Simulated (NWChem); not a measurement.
System: YCl2 cation; SMILES [Cl][Y+][Cl]

NWChem input:

```
start job
memory heap 200 mb stack 700 mb global 900 mb
charge 1
geometry units angstroms noautoz
  Y      0.000000     0.000000     0.552844
  Cl     1.926635     0.000000    -0.797856
  Cl    -1.926635     0.000000    -0.797856
end
basis spherical
  * library def2-svp
end
ecp
  Y library def2-ecp
end
dft
  xc xpbe96 cpbe96
  iterations 150
  mulliken
end
task dft energy
```

Output (shortened):

```
             Northwest Computational Chemistry Package (NWChem) 7.3.0
             --------------------------------------------------------

 C2V symmetry detected

                             Geometry "geometry" -> ""
                             -------------------------

 Output coordinates in angstroms (scale by  1.889725989 to convert to a.u.)

  No.       Tag          Charge          X              Y              Z
 ---- ---------------- ---------- -------------- -------------- --------------
    1 Y                   39.0000     0.00000000     0.00000000     0.62909315
    2 Cl                  17.0000     1.92663500     0.00000000    -0.72160685
    3 Cl                  17.0000    -1.92663500     0.00000000    -0.72160685

 Effective nuclear repulsion energy (a.u.)     337.9073035834

      Symmetry information
      --------------------

 Group name             C2v
 Group number             16
 Group order               4
 No. of unique centers     2

 Summary of "ao basis" -> "ao basis" (spherical)
 ------------------------------------------------------------------------------
       Tag                 Description            Shells   Functions and Types
 ---------------- ------------------------------  ------  ---------------------
 Y                          def2-svp                11       31   5s3p2d1f
 Cl                         def2-svp                 8       18   4s3p1d

      Symmetry analysis of basis
      --------------------------

        a1         27
        a2          8
        b1         20
        b2         12

            General Information
            -------------------
          SCF calculation type: DFT
          Wavefunction type:  closed shell.
          No. of atoms     :     3
          No. of electrons :    44
           Alpha electrons :    22
            Beta electrons :    22
          Charge           :     1
          Spin multiplicity:     1
          Use of symmetry is: on ; symmetry adaption is: on
          Maximum number of iterations: 150
          AO basis - number of functions:    67
                     number of shells:    27
          Convergence on energy requested:  1.00D-06
          Convergence on density requested:  1.00D-05
          Convergence on gradient requested:  5.00D-04

              XC Information
              --------------
          PerdewBurkeErnzerhof Exchange Functional  1.000
            Perdew 1991 LDA Correlation Functional  1.000 local
           PerdewBurkeErnz. Correlation Functional  1.000 non-local

             Grid Information
             ----------------
          Grid used for XC integration:  medium
          Radial quadrature: Mura-Knowles
          Angular quadrature: Lebedev.
          Tag              B.-S. Rad. Rad. Pts. Rad. Cut. Ang. Pts.
          ---              ---------- --------- --------- ---------
          Y                   1.80      123          10.0       590
          Cl                  1.00       88          10.0       590
          Grid pruning is: on
          Number of quadrature shells:   211
          Spatial weights used:  Erf1

      Superposition of Atomic Density Guess
      -------------------------------------

 Sum of atomic energies:        -962.30451386

 Renormalizing density from      45.00 to     44

      Non-variational initial energy
      ------------------------------

 Total energy =    -943.448184
 1-e energy   =   -1543.494990
 2-e energy   =     476.244990
 HOMO         =      -0.782939
 LUMO         =      -0.314277

      Symmetry analysis of molecular orbitals - initial
      -------------------------------------------------

  Numbering of irreducible representations:

     1 a1          2 a2          3 b1          4 b2

  Orbital symmetries:

     1 a1          2 b1          3 a1          4 b1          5 a1
     6 b1          7 a1          8 b1          9 b2         10 a2
    11 a1         12 b1         13 a1         14 b2         15 a1
    16 b1         17 a1         18 a1         19 b1         20 a2
    21 b2         22 b1         23 a1         24 b2         25 a1
    26 a2         27 b1         28 a1         29 b2         30 a1
    31 b1         32 a1

     ---------------------------------------------
      Total Density - Mulliken Population Analysis
     ---------------------------------------------

    Atom       Charge   Shell Charges
 -----------   ------   -------------------------------------------------------
    1 Y   11     8.72  -0.65  1.62  1.03  0.18  0.00  5.64  0.45  0.03  0.29  0.05  0.07
    2 Cl  17    17.64   2.00  2.00  1.38  0.56  5.97  2.62  3.10  0.01
    3 Cl  17    17.64   2.00  2.00  1.38  0.56  5.97  2.62  3.10  0.01

   convergence    iter        energy       DeltaE   RMS-Dens  Diis-err
 ---------------- ----- ----------------- --------- --------- ---------
 d= 0,ls=0.0,diis     1   -957.6235837031 -1.08D+03  1.03D-01  2.52D+00
 d= 0,ls=0.0,diis     2   -945.2232218043  1.24D+01  9.30D-02  6.01D+01
 d= 0,ls=0.0,diis     3   -957.9376327327 -1.27D+01  8.05D-03  1.80D-01
 d= 0,ls=0.0,diis     4   -957.9517430949 -1.41D-02  2.39D-03  2.44D-02
 d= 0,ls=0.0,diis     5   -957.9562551693 -4.51D-03  3.78D-04  8.76D-04
  Resetting Diis
 d= 0,ls=0.0,diis     6   -957.9563373859 -8.22D-05  2.29D-04  3.02D-04
 d= 0,ls=0.0,diis     7   -957.9563870418 -4.97D-05  6.13D-05  5.49D-06
 d= 0,ls=0.0,diis     8   -957.9563861474  8.94D-07  5.61D-05  1.07D-05
 d= 0,ls=0.0,diis     9   -957.9563874192 -1.27D-06  2.14D-05  2.32D-06
 d= 0,ls=0.0,diis    10   -957.9563878287 -4.10D-07  1.37D-06  1.33D-08

         Total DFT energy =     -957.956387828672
      One electron energy =    -1572.529073448110
           Coulomb energy =      551.786919199487
    Exchange-Corr. energy =      -61.016049669066
 Nuclear repulsion energy =      123.801816089017

 Numeric. integr. density =       44.000000326169

                  Occupations of the irreducible representations
                  ----------------------------------------------

                     irrep           alpha         beta
                     --------     --------     --------
                     a1                9.0          9.0
                     a2                2.0          2.0
                     b1                8.0          8.0
                     b2                3.0          3.0

                       DFT Final Molecular Orbital Analysis
                       ------------------------------------

 Vector   20  Occ=2.000000D+00  E=-4.791766D-01  Symmetry=a2
              MO Center= -9.2D-13, -1.9D-15, -5.4D-01, r^2= 4.5D+00
   Bfn.  Coefficient  Atom+Function         Bfn.  Coefficient  Atom+Function
  ----- ------------  ---------------      ----- ------------  ---------------
    43      0.397491  2 Cl py                61     -0.397491  3 Cl py
    40      0.319703  2 Cl py                58     -0.319703  3 Cl py
    15      0.250478  1 Y  d -2              37      0.184906  2 Cl py
    55     -0.184906  3 Cl py                20      0.067491  1 Y  d -2
    26     -0.031478  1 Y  f -2

 Vector   21  Occ=2.000000D+00  E=-4.749799D-01  Symmetry=b2
              MO Center=  9.4D-13,  1.5D-14, -6.3D-01, r^2= 4.6D+00
   Bfn.  Coefficient  Atom+Function         Bfn.  Coefficient  Atom+Function
  ----- ------------  ---------------      ----- ------------  ---------------
    43      0.412506  2 Cl py                61      0.412506  3 Cl py
    40      0.325496  2 Cl py                58      0.325496  3 Cl py
    37      0.188549  2 Cl py                55      0.188549  3 Cl py
    16     -0.183014  1 Y  d -1               7     -0.115403  1 Y  py
    10      0.070212  1 Y  py                13      0.065949  1 Y  py

 Vector   22  Occ=2.000000D+00  E=-4.608104D-01  Symmetry=b1
              MO Center=  1.5D-13,  7.2D-16, -6.6D-01, r^2= 4.8D+00
   Bfn.  Coefficient  Atom+Function         Bfn.  Coefficient  Atom+Function
  ----- ------------  ---------------      ----- ------------  ---------------
    44      0.407770  2 Cl pz                62     -0.407770  3 Cl pz
    41      0.313869  2 Cl pz                59     -0.313869  3 Cl pz
    38      0.181764  2 Cl pz                56     -0.181764  3 Cl pz
    42      0.169966  2 Cl px                60      0.169966  3 Cl px
    39      0.137110  2 Cl px                57      0.137110  3 Cl px

 Vector   23  Occ=0.000000D+00  E=-3.249963D-01  Symmetry=a1
              MO Center= -5.5D-15, -2.2D-16,  7.7D-01, r^2= 3.0D+00
   Bfn.  Coefficient  Atom+Function         Bfn.  Coefficient  Atom+Function
  ----- ------------  ---------------      ----- ------------  ---------------
     4      0.741602  1 Y  s                 19     -0.628883  1 Y  d  2
     2     -0.356979  1 Y  s                  3     -0.256511  1 Y  s
    17     -0.220295  1 Y  d  0               1      0.199171  1 Y  s
     5      0.107348  1 Y  s                 24     -0.085788  1 Y  d  2
     8     -0.083076  1 Y  pz                11      0.081324  1 Y  pz

 Vector   24  Occ=0.000000D+00  E=-3.066789D-01  Symmetry=b2
              MO Center= -6.7D-15, -8.4D-15,  7.5D-01, r^2= 2.4D+00
   Bfn.  Coefficient  Atom+Function         Bfn.  Coefficient  Atom+Function
  ----- ------------  ---------------      ----- ------------  ---------------
    16      0.903443  1 Y  d -1              43      0.147298  2 Cl py
    61      0.147298  3 Cl py                21      0.144987  1 Y  d -1
    13      0.117025  1 Y  py                 7     -0.112408  1 Y  py
    10      0.092446  1 Y  py                40      0.089080  2 Cl py
    58      0.089080  3 Cl py                37      0.051002  2 Cl py

 Vector   25  Occ=0.000000D+00  E=-2.987937D-01  Symmetry=a1
              MO Center= -1.6D-14,  2.2D-15,  1.1D+00, r^2= 2.8D+00
   Bfn.  Coefficient  Atom+Function         Bfn.  Coefficient  Atom+Function
  ----- ------------  ---------------      ----- ------------  ---------------
    17      0.815687  1 Y  d  0               4      0.390877  1 Y  s
     8     -0.200332  1 Y  pz                14      0.172857  1 Y  pz
    42      0.166975  2 Cl px                60     -0.166975  3 Cl px
    11      0.144633  1 Y  pz                 3     -0.141518  1 Y  s
     2     -0.126664  1 Y  s                 22      0.125937  1 Y  d  0

     ---------------------------------------------
      Total Density - Mulliken Population Analysis
     ---------------------------------------------

    Atom       Charge   Shell Charges
 -----------   ------   -------------------------------------------------------
    1 Y   11     9.91  -0.66  1.65  1.01  0.26 -0.04  5.62  0.51  0.09  1.17  0.20  0.09
    2 Cl  17    17.05   2.00  1.98  1.30  0.66  5.93  2.15  3.01  0.01
    3 Cl  17    17.05   2.00  1.98  1.30  0.66  5.93  2.15  3.01  0.01

     -------------------------------------------
      Total Density - Lowdin Population Analysis
     -------------------------------------------

    Atom       Charge   Shell Charges
 -----------   ------   -------------------------------------------------------
    1 Y   11    10.59   0.00  0.82  1.06  0.30  0.08  5.01  1.15  0.24  1.11  0.62  0.21
    2 Cl  17    16.71   2.00  1.96  1.04  0.73  5.82  2.24  2.91  0.01
    3 Cl  17    16.71   2.00  1.96  1.04  0.73  5.82  2.24  2.91  0.01

     Multipole analysis of the density
     ---------------------------------

     L   x y z        total         alpha         beta         nuclear
     -   - - -        -----         -----         ----         -------
     0   0 0 0      1.000000    -22.000000    -22.000000     45.000000

     1   1 0 0     -0.000000     -0.000000     -0.000000      0.000000
     1   0 1 0     -0.000000     -0.000000     -0.000000      0.000000
     1   0 0 1      2.702607     17.994695     17.994695    -33.286783

     2   2 0 0    -33.110030   -241.898748   -241.898748    450.687466
     2   1 1 0     -0.000000     -0.000000     -0.000000      0.000000
     2   1 0 1      0.000000      0.000000      0.000000      0.000000
     2   0 2 0    -28.140210    -14.070105    -14.070105      0.000000
     2   0 1 1      0.000000      0.000000      0.000000      0.000000
     2   0 0 2    -25.184726    -51.977095    -51.977095     78.769463
```

Level: PBE/def2-SVP with def2 effective core potentials on Y. All runs use the structure optimised with PBE-D3(BJ)/def2-SVP. This spin state was assumed; another may lie lower. def2 effective core potentials on Y; no spin-orbit coupling.
